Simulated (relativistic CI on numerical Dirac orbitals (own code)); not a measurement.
Pr¹⁴⁺: sensitivity of the levels to the model

Base calculation: Dirac-Coulomb-Breit CI, orbitals from a KLI potential per configuration, model QED (radiative potential, 1s self-energy scaled to tabulated hydrogen-like ionisation energies), unscaled Slater integrals.

Configurations in the expansion (outside the closed core [Ar] 3d10): 4s2.4p6.4d9, 4s2.4p5.4d10, 4s2.4p6.4d8.4f, 4s.4p6.4d10, 4s2.4p6.4d8.5s, 4s2.4p5.4d9.4f, 4s2.4p6.4d8.5p, 4s2.4p6.4d7.4f.5s, 4s.4p6.4d9.4f, 4s2.4p6.4d8.5d, 4s2.4p6.4d7.5s.5p, 4s2.4p6.4d8.6s, 4s2.4p5.4d9.5s, 4s2.4p6.4d8.5f, 4s2.4p6.4d7.5s2, 4s2.4p6.4d6.4f.5s2, 4s2.4p5.4d7.4f.5s2, 4s2.4p6.4d6.5s2.5p. Double excitations out of closed p, d and f shells are left out; levels of such configurations are missing from the list, as are those of other unlisted configurations, and high levels can miss mixing partners.

The lowest level and the first level of each name with at least 55 % of one term (blank where a level has no safe partner in the second run):

| Level | Base (cm⁻¹) | Shift (cm⁻¹) |
| --- | --- | --- |
| 4s2.4p6.4d9 2D_5/2 | 0 | 0 |
| 4s2.4p6.4d9 2D_3/2 | 32093 | -319 |
| 4s2.4p5.4d10 2P°_3/2 | 841928 | +87469 |
| 4s2.4p6.4d8.4f 4F°_7/2 | 917412 | -10303 |
| 4s2.4p6.4d8.4f 4F°_9/2 | 922022 | -10403 |
| 4s2.4p6.4d8.4f 2P°_1/2 | 927270 | -2328 |
| 4s2.4p6.4d8.4f 4D°_7/2 | 935095 | -9828 |
| 4s2.4p6.4d8.4f 4I°_15/2 | 935707 | -10629 |
| 4s2.4p6.4d8.4f 4F°_3/2 | 938599 | -10953 |
| 4s2.4p6.4d8.4f 4D°_1/2 | 946654 | -1225 |
| 4s2.4p6.4d8.4f 4P°_1/2 | 960955 | -9739 |
| 4s2.4p6.4d8.4f 4G°_7/2 | 963833 | -10304 |
| 4s2.4p6.4d8.4f 2P°_3/2 | 964455 |  |
| 4s2.4p6.4d8.5s 4F_9/2 | 968940 | -10347 |
| 4s2.4p6.4d8.4f 2D°_5/2 | 974295 | -10395 |
| 4s2.4p6.4d8.4f 2K°_13/2 | 986010 | -10605 |
| 4s2.4p6.4d8.4f 2K°_15/2 | 988341 | -10609 |
| 4s2.4p6.4d8.5s 4F_5/2 | 1002763 | -10268 |

At this charge energies of transitions that change n are usually good to better than 1 %, and those within a shell (Δn = 0) to a few per cent. Levels and lines within the n = 5 or 6 shells can be off by up to 10 % or somewhat more, and those that change n by about 2 %, since core polarisation is missing.

Task: One thing was changed in a second run, which moved the levels as shown. Which?
A. QED terms removed
B. valence Slater integrals scaled by 0.9
C. configuration mixing switched off
D. Breit term removed
E. one mean potential for all configurations

Result: C. Configuration mixing switched off. Without mixing, levels that were pushed by configurations of the same parity and J return to their single-configuration places.

LS names give the leading component of a level, which can be under half, so a name can repeat, a term be missing and a line seem to break the LS rules.
